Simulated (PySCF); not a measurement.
## C₆ coefficients of unlike pairs at UHF

Calculated with PySCF 2.14 from the dipole response of each species, C₆(A,B) = (3/π) ∫ α_A(iu) α_B(iu) du, in atomic units, from isotropic polarisabilities. For ions this is the dispersion term alone; charge-induced terms of lower order in 1/R come first.

```
species      configuration                                                                                basis     relativity  α (bohr³)  C₆ (like pair)
     O⁺  [He] 2s2 2p3 (4S)                                                               aug-cc-pVTZ (5s4p3d2f)           none      2.639           5.002
     F⁺  [He] 2s2 2p4 (3P)          aug-cc-pVTZ with one added diffuse shell each of s, p, d, f type (6s5p4d3f)           none      1.729           3.170
    Cs⁻      [Xe] 6s2 (1S)  aug-cc-pwCVTZ-X2C with one added diffuse shell each of s, p, d, f type (12s11p9d5f)  spin-free X2C       3630          198300
   Al²⁺      [Ne] 3s1 (2S)                                                              dyall-av3z (19s12p3d2f)           none      15.38           43.27
```

**Question.** Estimate C₆ for Cs⁻ with O⁺.

**Answer.** The integral gives 325.8. The combination rule 2 C_A C_B / (C_A α_B/α_A + C_B α_A/α_B) gives 282.4 and the geometric mean 995.9.

No spin-orbit coupling is included.

The other pairs:

```tsv
pair	C₆
Al²⁺, Cs⁻	1702
Cs⁻, F⁺	218.3
Al²⁺, O⁺	11.79
Al²⁺, F⁺	8.403
F⁺, O⁺	3.937
```
